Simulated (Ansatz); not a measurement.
A geometry relaxed with PBE0-D4/def2-TZVP (Ansatz, an electronic-structure program), charge 0, multiplicity 1:

```xyz
9

H     -0.7866    -1.7754    -0.0021
H     -1.9078    -0.5445    -0.2229
S     -0.2437     1.9712    -0.1463
N      1.4385    -0.2077     0.2034
H      1.7379    -1.1611     0.2973
H     -1.5701     1.8815    -0.3162
H      2.1855     0.4585     0.2646
N     -0.9462    -0.7870    -0.0806
B      0.0925     0.1645     0.0028
```

**Question.** Write the SMILES of this molecule.

**Answer.** `NB(N)S`
